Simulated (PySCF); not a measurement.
**Calculated properties of `C[Si@@H]([SiH3])[SiH2]N`**

Species: CH₁₁NSi₃.
Atom-mapped SMILES: `[CH3:1][Si@@H:2]([SiH3:3])[SiH2:4][NH2:5]` (hydrogens: H6, H7, H8 on C1; H9 on Si2; H10, H11, H12 on Si3; H13, H14 on Si4; H15, H16 on N5)

Some functional groups and rings: Si–H bond and C–Si bond.

GFN2-xTB geometry:

- Point group of the GFN2-xTB geometry: C1
- Rotational constants A, B, C of the GFN2-xTB geometry: 3.647, 1.185, 0.968 GHz

From CAM-B3LYP/def2-SVPD ground state and vertical TDDFT (core frozen in the response) (PySCF):

* Dipole moment: 1.39 D
* HOMO energy: -8.70 eV
* LUMO energy: 0.57 eV
* HOMO–LUMO gap: 9.27 eV
* Lowest singlet excitation: 5.94 eV (209 nm, f = 0.010)
* Strongest line among the 8 lowest singlet transitions: S3 at 6.80 eV (182 nm, f = 0.090)
* Lowest triplet excitation (Tamm–Dancoff): 5.54 eV
* Static isotropic polarisability: 107.8 au
* Electronic spatial extent ⟨r²⟩ about the centre of nuclear charge: 1274 bohr²

From PBE0/pcSseg-1 ground state and GIAO shieldings, non-relativistic (PySCF):

* Lowest Hirshfeld atomic charge: -0.32 e on N5
* Highest Hirshfeld atomic charge: +0.28 e on Si4
* 13C chemical shifts (computed TMS as zero) by class: -8.6 (C1) ppm
* 1H chemical shifts (computed TMS as zero) by class: 5.14 (H14), 4.93 (H13), 4.02 (H9), 3.38 (H10/H11/H12), 0.36 (H6/H7/H8), -0.17 (H15/H16) ppm
* Isotropic shieldings of nuclei other than C and H, by class: 270 (N5), 399 (Si4), 437 (Si2), 466 (Si3) ppm
* Mayer bond orders between heavy atoms: C1–Si2 0.94, Si2–Si3 0.91, Si2–Si4 0.90, Si4–N5 1.03

Monoisotopic mass from the formula: 121.0199 u.

A dipole of 1.39 D is allowed in C1, and pure rotational transitions are dipole-allowed. The polarisability is 15.98 Å³ as a volume (1 au = 0.148185 Å³), or 1.63 au for each of the 66 electrons. No computed singlet falls in the visible range (750 to 380 nm, 1.65 to 3.26 eV); S1 lies 2.68 eV above its blue end. The principal polarisabilities are 91.4, 106.2 and 125.9 au; their mean is the isotropic value. The rotational constants make it an asymmetric top with κ = (2B − A − C)/(A − C) = -0.84, nearer the prolate limit (−1). With B = h/(8π²I), that is 505.379 GHz u Å² over I, the principal moments of inertia are 138.6, 426.4 and 521.9 u Å² (most abundant isotopes); the inertial defect Ic − Ia − Ib is -43.1 u Å² (zero for a rigid planar frame, negative otherwise). The dipole matches unit charges of opposite sign 0.29 Å apart (1 e·Å = 4.8032 D). The vertical singlet–triplet gap S1 − T1 is 0.40 eV (TDDFT singlet less Tamm–Dancoff triplet; S1: HOMO→LUMO, weight 0.88; T1: HOMO→LUMO, weight 0.86).

Isolated species at its GFN2-xTB geometry (one conformer only). NMR classes are plain means over equivalent atoms (diastereotopic ones count apart unless rotation or inversion swaps them), as if these changed places fast; in this geometry the members of some classes differ.

For the NMR shielding job (PBE0/pcSseg-1), on Arm Neoverse N1, one thread, no GPU, on a shared host, this took 36 s and 0.74 GiB of memory at its peak.

Conformer computed: `[CH3:1][Si@@H:2]([SiH3:3])[SiH2:4][NH2:5]`: C1–Si2–Si4–N5 57°, H–N5–Si4–Si2 -176°, H–N5–Si4–Si2 46°.
